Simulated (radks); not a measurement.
The selenium anion Se2-, [Kr], held by a Watson sphere: a shell of charge +2 at radius R that stands for the Madelung well of a crystal (potential energy -2/R inside, -2/r outside, in hartree with lengths in bohr). Method: scalar-relativistic Kohn-Sham, r2SCAN, spin-polarised, spherical densities, finite nucleus; meta-GGA in the generalised Kohn-Sham scheme; Fermi nuclear charge, rms radius of each element as measured or else 0.836 A^(1/3) + 0.57 fm; computed with a radial shooting solver on a logarithmic mesh with Libxc functionals.

R (bohr)  e(3d) (eV)  e(4s) (eV)  e(4p) (eV)  <r> 4p (bohr)  sum of <r^2> (bohr^2)  X-ray form factor at sin(theta)/lambda = 0.1 1/angstrom
2.77         -51.788     -17.479      -7.172          2.415                  57.75                                                   32.505
3.01         -51.513     -16.909      -6.718          2.472                  59.99                                                   32.416
3.4          -51.088     -16.096      -6.010          2.556                  63.50                                                   32.289
3.72         -50.749     -15.520      -5.471          2.618                  66.24                                                   32.201
4.27         -50.192     -14.687      -4.642          2.714                  70.74                                                   32.076
4.46         -50.009     -14.437      -4.384          2.743                  72.24                                                   32.040
4.91         -49.602     -13.910      -3.829          2.809                  75.71                                                   31.968
4.98         -49.542     -13.835      -3.750          2.819                  76.25                                                   31.958
